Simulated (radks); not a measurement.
The nuclear charge of neutral iron is varied continuously with 26 electrons held in [Ar] 3d6 4s2. Calculated with a radial shooting solver on a logarithmic mesh with Libxc functionals: scalar-relativistic Kohn-Sham, PBE, spin-polarised, spherical densities, point nucleus; open shells are filled with parallel spins first. By the Hellmann-Feynman theorem dE/dZ = E(electron-nucleus)/Z, the electronic potential at the nucleus. The scalar-relativistic energy here is not variational (the density holds large components alone), so the two differ by a part that grows with Z.

| Z | E (hartree) | E(electron-nucleus)/Z (hartree) | HOMO | e(HOMO) (eV) | <r> HOMO (bohr) |
|---|---|---|---|---|---|
| 25.8 | -1249.27746 | -115.840 | 3d | -2.847 | 1.292 |
| 26 | -1272.58556 | -117.049 | 4s | -4.851 | 3.108 |
| 26.2 | -1296.13553 | -118.254 | 4s | -6.461 | 2.964 |
| 26.4 | -1319.92687 | -119.457 | 4s | -8.188 | 2.838 |
| 26.6 | -1343.95914 | -120.658 | 4s | -10.025 | 2.728 |
| 26.8 | -1368.23203 | -121.857 | 4s | -11.967 | 2.629 |
| 27 | -1392.74525 | -123.055 | 4s | -14.009 | 2.540 |

The central difference of E at Z = 26 is -117.145 hartree, to compare with the third column; the second derivative is -6.05 hartree.
